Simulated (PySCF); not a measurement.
HfCl2I2, SMILES [Cl][Hf]([Cl])([I])[I], multiplicity 1. Atoms are numbered in the order given.

```xyz
5

Hf     0.0000     0.0000     0.5669
Cl     0.0000     1.9130     1.9053
Cl     0.0000    -1.9130     1.9053
I     -2.1986     0.0000    -0.9962
I      2.1986     0.0000    -0.9962
```
Charge 0, spin multiplicity 1.

Coordinates come from a PBE-D3(BJ)/def2-SVP optimisation. The spin state was assumed, not searched. The structure was generated by enumeration; whether it is a known compound was not checked. The def2 effective core potentials stand for the cores of Hf, I; spin–orbit coupling is left out.

Level of theory: PBE-D3(BJ)/def2-SVP run with PySCF 2.14.0.

Frequencies are harmonic and unscaled.

Computed harmonic wavenumbers and intensities:
```csv
mode,ν (cm⁻¹),IR (km/mol),Raman (Å⁴/amu),depolarisation,moving atoms (share of kinetic energy)
1,49,0.0,2.8,0.71,"I 77 %, Hf 17 %"
2,67,0.4,1.2,0.75,"Cl 45 %, Hf 34 %, I 21 %"
3,74,0.0,3.2,0.75,"Cl 83 %, I 17 %"
4,78,0.4,1.0,0.75,"Cl 70 %, I 23 %"
5,90,0.6,2.5,0.66,Cl 88 %
6,189,7.6,9.3,0.03,"I 65 %, Hf 29 %"
7,215,32.7,1.3,0.75,"Hf 54 %, I 45 %"
8,376,44.5,9.3,0.01,"Cl 86 %, Hf 14 %"
9,385,56.4,1.5,0.75,"Cl 77 %, Hf 23 %"
```
